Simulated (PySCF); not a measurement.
Two species compared at the same levels of theory.

First species: C3H7F3OSi.
Atom-mapped SMILES: `[CH3:1][C@@H:2]([O:3][SiH3:4])[C:5]([F:6])([F:7])[F:8]` (hydrogens: H9, H10, H11 on C1; H12 on C2; H13, H14, H15 on Si4)

Cartesian coordinates in Å at the PBE0-D3(BJ)/def2-SVP level; atoms count from 1:
```xyz
15
C3H7F3OSi angstrom
C     -0.9730    1.2580   -0.7101
C     -0.1173    0.0298   -0.4898
O      0.8967    0.3239    0.4225
Si     2.3569   -0.4834    0.5922
C     -0.9429   -1.1434    0.0269
F     -1.5560   -0.8660    1.1738
F     -1.8733   -1.4955   -0.8643
F     -0.1589   -2.2106    0.2344
H     -1.7778    1.0548   -1.4295
H     -1.4140    1.5785    0.2441
H     -0.3442    2.0714   -1.0949
H      0.3008   -0.3195   -1.4553
H      2.2852   -1.5614    1.6175
H      2.7385   -1.0664   -0.7322
H      3.3516    0.5383    1.0194
```

Second species: C3H7F3OSi.
Bonds: C1–Si2, Si2–O3, O3–C4, C4–C5, C5–F6, C5–F7, C5–F8. Hydrogens: H9, H10, H11 on C1; H12, H13 on Si2; H14, H15 on C4.

Levels: CAM-B3LYP/def2-SVPD for dipole moment, HOMO energy, LUMO energy, HOMO–LUMO gap, static isotropic polarisability and electronic spatial extent ⟨r²⟩ about the centre of nuclear charge; TDDFT CAM-B3LYP/def2-SVPD for lowest singlet excitation; TDA CAM-B3LYP/def2-SVPD for lowest triplet excitation (Tamm–Dancoff); ΔSCF CAM-B3LYP/def2-SVPD for vertical ionisation energy; PBE0-D3(BJ)/def2-SVP for rotational constant A and rotational constant C. Geometries: PBE0-D3(BJ)/def2-SVP. Each structure is a single optimised conformer of the isolated species, non-relativistic unless stated. Electronic properties by PySCF.

The conformers computed, where there is a choice (atom-mapped SMILES and torsion angles):
- `[CH3:1][C@@H:2]([O:3][SiH3:4])[C:5]([F:6])([F:7])[F:8]`: C1–C2–O3–Si4 -157°, C1–C2–C5–F6 -59°
- `[CH3:1][SiH2:2][O:3][CH2:4][C:5]([F:6])([F:7])[F:8]`: C1–Si2–O3–C4 -179°, Si2–O3–C4–C5 -179°, O3–C4–C5–F6 61°

Q: Which has the higher dipole moment?

A: The second: 2.86 D against 1.93 D, a difference of 0.93 D.

Q: Which of the two has the higher T1 energy, and by how much?

A: The second: 7.19 eV against 7.10 eV, a difference of 0.09 eV.

Q: Which has the higher static isotropic polarisability?

A: The second: 70.2 au against 69.6 au, a difference of 0.6 au.

Q: Which of the two has the higher LUMO energy, and by how much?

A: The second: 1.08 eV against 0.94 eV, a difference of 0.14 eV.

Q: Which has the higher HOMO energy?

A: The second: -10.03 eV against -10.08 eV, a difference of 0.05 eV.

Q: Which has the higher ⟨r²⟩?

A: The second: 1585 bohr² against 1186 bohr², a difference of 399 bohr².

Q: Which of the two has the higher rotational constant C, and by how much?

A: The first: 1.016 GHz against 0.708 GHz, a difference of 0.308 GHz.

Q: Which has the higher HOMO–LUMO gap?

A: The second: 11.11 eV against 11.02 eV, a difference of 0.09 eV.

On the first: The polarisability is 10.32 Å³ as a volume (1 au = 0.148185 Å³), or 0.94 au for each of the 74 electrons. A dipole of 1.93 D is allowed in C1, and pure rotational transitions are dipole-allowed.

On the second: The vertical singlet–triplet gap S1 − T1 is 0.38 eV (TDDFT singlet less Tamm–Dancoff triplet). The dipole matches unit charges of opposite sign 0.60 Å apart (1 e·Å = 4.8032 D).
